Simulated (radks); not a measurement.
The nuclear charge of neutral manganese is varied continuously with 25 electrons held in [Ar] 3d5 4s2. Calculated with a radial shooting solver on a logarithmic mesh with Libxc functionals: scalar-relativistic Kohn-Sham, BLYP, spin-unpolarised, spherical densities, point nucleus. By the Hellmann-Feynman theorem dE/dZ = E(electron-nucleus)/Z, the electronic potential at the nucleus. The scalar-relativistic energy here is not variational (the density holds large components alone), so the two differ by a part that grows with Z.

Z = 24.8: E (hartree) -1136.58421; E(electron-nucleus)/Z (hartree) -109.436; HOMO 4s; e(HOMO) (eV) -3.559; <r> HOMO (bohr) 3.241
Z = 25: E (hartree) -1158.60636; E(electron-nucleus)/Z (hartree) -110.618; HOMO 4s; e(HOMO) (eV) -5.023; <r> HOMO (bohr) 3.093
Z = 25.2: E (hartree) -1180.86499; E(electron-nucleus)/Z (hartree) -111.796; HOMO 4s; e(HOMO) (eV) -6.607; <r> HOMO (bohr) 2.963
Z = 25.4: E (hartree) -1203.35959; E(electron-nucleus)/Z (hartree) -112.972; HOMO 4s; e(HOMO) (eV) -8.304; <r> HOMO (bohr) 2.848
Z = 25.6: E (hartree) -1226.08975; E(electron-nucleus)/Z (hartree) -114.147; HOMO 4s; e(HOMO) (eV) -10.107; <r> HOMO (bohr) 2.744
Z = 25.8: E (hartree) -1249.05514; E(electron-nucleus)/Z (hartree) -115.319; HOMO 4s; e(HOMO) (eV) -12.013; <r> HOMO (bohr) 2.650
Z = 26: E (hartree) -1272.25549; E(electron-nucleus)/Z (hartree) -116.491; HOMO 4s; e(HOMO) (eV) -14.018; <r> HOMO (bohr) 2.565

The central difference of E at Z = 25 is -110.702 hartree, to compare with the third column; the second derivative is -5.91 hartree.
